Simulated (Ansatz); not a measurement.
The first iterations of a band of Cl2F2H2OZr (8 atoms, charge 0, multiplicity 1).

The calculation used RKS PBE0/def2-SVP in Ansatz.

```yaml
movable_images: 5
climbing_image: yes
spring: 5.0 eV/Å²
optimiser: quadratic models (default)
start_path: through a guess of the saddle point
force_threshold: 0.03 eV/Å
iteration_limit: 60
end_points: relaxed
```

Image 0:

```xyz
8
Properties=species:S:1:pos:R:3
Zr -0.065 0.106 0.140
Cl -0.578 -0.298 2.435
F 1.715 0.046 -0.545
Cl -1.484 1.641 -0.937
F -0.651 -1.548 -0.562
O 1.055 1.889 1.185
H 1.984 2.019 0.955
H 0.962 1.990 2.142
```

Image 6:

```xyz
8
Properties=species:S:1:pos:R:3
Zr 0.265 0.389 -0.149
Cl -0.960 0.590 2.601
F 1.400 0.362 -1.660
Cl -1.642 1.546 -0.921
F 0.039 -1.460 0.216
O 1.394 1.382 1.113
H 2.234 1.850 1.121
H 0.206 1.187 2.491
```

| iteration | highest image above the first end (eV) | largest band force component (eV/Å) |
| --- | --- | --- |
| 1 | 3.901 | 6.141 |
| 2 | 1.793 | 3.782 |
| 3 | 1.084 | 1.344 |
| 4 | 0.976 | 1.747 |
| 5 | 0.967 | 1.808 |
| 6 | 0.960 | 1.529 |

Question: Does the band converge within its limit, and where does its top end?

Answer: The run converged. It ended after 18 iterations with the highest image 0.922 eV above the first end. A vibrational analysis at the climbing image gives one clearly imaginary mode, 250i cm⁻¹: a first-order saddle point. The orbitals stay closed-shell, which can raise the energy where a bond breaks towards radicals; this wasn't checked here.

The run took 3.3 min on 4 threads of Arm Neoverse V2, with other jobs on the host, peak memory 0.31 GiB.
